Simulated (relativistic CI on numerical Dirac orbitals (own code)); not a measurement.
## Inner-shell lines of Kr30+

Method of calculation: Dirac-Coulomb-Breit CI, KLI orbitals optimised for each configuration, a model potential for QED, unscaled Slater integrals (own radial code, finite nucleus).

Configuration list: 1s2.2s2.2p2, 1s.2s2.2p3, 1s.2s2.2p2.3p, 1s.2s.2p3.3p, 1s2.2s.2p3, 1s.2s.2p4. Levels of other configurations are missing.

The table holds the strongest lines. The upper levels have an inner-shell vacancy. Auger decay, open to those above the ionisation limit, is not computed, and radiative decays to configurations outside the model are missing too. Absolute energies can be off by a few tenths of a per cent, so close lines can change order. LS names give the leading component, which can be well under half, for lower levels too. Brackets number the levels in order of energy.

```
   λ (Å)                  Upper                  Lower   A (s⁻¹)  gA (s⁻¹)
0.967786  1s.2s2.2p3 3D°_3 [19]   1s2.2s2.2p2 3P_2 [4]  4.71e+14  3.30e+15
0.965214    1s.2s.2p4 3P_2 [30]   1s2.2s.2p3 3D°_3 [9]  9.03e+14  4.52e+15
0.964856    1s.2s.2p4 5P_3 [24]   1s2.2s.2p3 5S°_2 [5]  7.16e+14  5.01e+15
0.963979    1s.2s.2p4 3P_2 [30]   1s2.2s.2p3 3D°_2 [8]  1.06e+15  5.30e+15
0.963472  1s.2s2.2p3 3D°_3 [19]   1s2.2s2.2p2 1D_2 [3]  4.42e+14  3.09e+15
0.963004    1s.2s.2p4 3D_3 [33]   1s2.2s.2p3 3D°_3 [9]  1.08e+15  7.59e+15
0.963001    1s.2s.2p4 3D_1 [29]   1s2.2s.2p3 3D°_1 [7]  2.05e+15  6.14e+15
 0.96282    1s.2s.2p4 3P_1 [36]  1s2.2s.2p3 1D°_2 [12]  1.44e+15  4.32e+15
0.962559    1s.2s.2p4 5P_2 [26]   1s2.2s.2p3 5S°_2 [5]  1.05e+15  5.26e+15
0.962486    1s.2s.2p4 3D_2 [31]   1s2.2s.2p3 3D°_2 [8]  5.89e+14  2.95e+15
0.962405    1s.2s.2p4 3P_1 [38]  1s2.2s.2p3 3S°_1 [13]  1.01e+15  3.03e+15
0.962273  1s.2s2.2p3 3D°_1 [17]   1s2.2s2.2p2 3P_0 [1]  1.20e+15  3.60e+15
 0.96201  1s.2s2.2p3 3P°_2 [25]   1s2.2s2.2p2 3P_2 [4]  1.26e+15  6.29e+15
0.961908  1s.2s2.2p3 3S°_1 [20]   1s2.2s2.2p2 3P_1 [2]  1.62e+15  4.87e+15
0.961757  1s.2s2.2p3 1D°_2 [21]   1s2.2s2.2p2 1D_2 [3]  1.59e+15  7.93e+15
 0.96157    1s.2s.2p4 3P_1 [40]  1s2.2s.2p3 1D°_2 [14]  1.58e+15  4.75e+15
0.961215  1s.2s2.2p3 3P°_1 [23]   1s2.2s2.2p2 1D_2 [3]  9.76e+14  2.93e+15
 0.96119    1s.2s.2p4 3P_1 [34]   1s2.2s.2p3 3D°_2 [8]  1.12e+15  3.37e+15
 0.96091    1s.2s.2p4 3P_2 [35]   1s2.2s.2p3 3D°_3 [9]  9.49e+14  4.75e+15
0.960671  1s.2s2.2p3 1P°_1 [27]   1s2.2s2.2p2 3P_2 [4]  1.60e+15  4.79e+15
```
